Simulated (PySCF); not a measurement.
# Co₂Se, quintet: computed properties

All numbers come from UPBE0/[Se def2-SVP, Co def2-SVP], no relativity, density fitting, PySCF.

The structure is a minimum.

```xyz
3
charge 0 multiplicity 5, angstrom
Se    0.0000    0.0000   -1.0788
Co    1.3128    0.0000    0.7311
Co   -1.3128    0.0000    0.7311
```

```json
{
  "Point group": "C2v",
  "Bond lengths": "Co–Co 2.626 Å, Se–Co 2.236 Å (×2)",
  "Bond angles": "Co–Co–Se 54.0° (×2), Co–Se–Co 71.9°",
  "Zero-point energy": "4.1 kJ/mol",
  "Principal quadrupole moments (Buckingham, traceless) about the centre of mass": "-7.70, -0.89, 8.59 D Å",
  "Rotational constants": "0.1081, 0.08299, 0.04694 cm⁻¹",
  "Highest occupied level (β)": "-4.49 eV",
  "Atomisation energy without zero-point energy": "469 kJ/mol",
  "Heat capacity Cp at 298.15 K": "55.5 J/(mol K)",
  "Enthalpy at 298.15 K above 0 K": "14.07 kJ/mol",
  "Rotational symmetry number": "2",
  "Lowest empty level (α)": "-2.11 eV",
  "Spin squared ⟨S²⟩": "6.099",
  "Principal polarisabilities": "48.7, 80.4, 119.3 bohr³",
  "Dipole moment": "5.05 D",
  "Entropy at 298.15 K and 1 bar (electronic part: spin only)": "324.4 J/(mol K)"
}
```

Harmonic modes (masses in u: Se 79.917, Co 58.933):
```tsv
symmetry	ω (cm⁻¹)	IR (km/mol)
a1	114	1.4
b2	250	6.2
a1	328	7.2
```

In C2v the vibrations span 2a1 + b2. Here b1 is antisymmetric to the molecular plane and b2 lies in it.

Charges (e):
```csv
atom,Mulliken,Löwdin,polar tensor,spin (Mulliken),Mayer order to Se1
Se1,-0.41,-0.27,-0.62,-0.05,–
"Co2,3",0.20,0.14,0.31,2.02,1.07
```
Other Mayer orders above 0.3: Co–Co 0.49.

Mulliken populations on Se1: s 7.85, p 16.49, d 10.07.

Other isomers or separated fragments may lie lower. With open d or f shells other occupations or spin states may lie lower.

The final relaxation and frequency run took of the order of 3 core-minutes on a shared host.
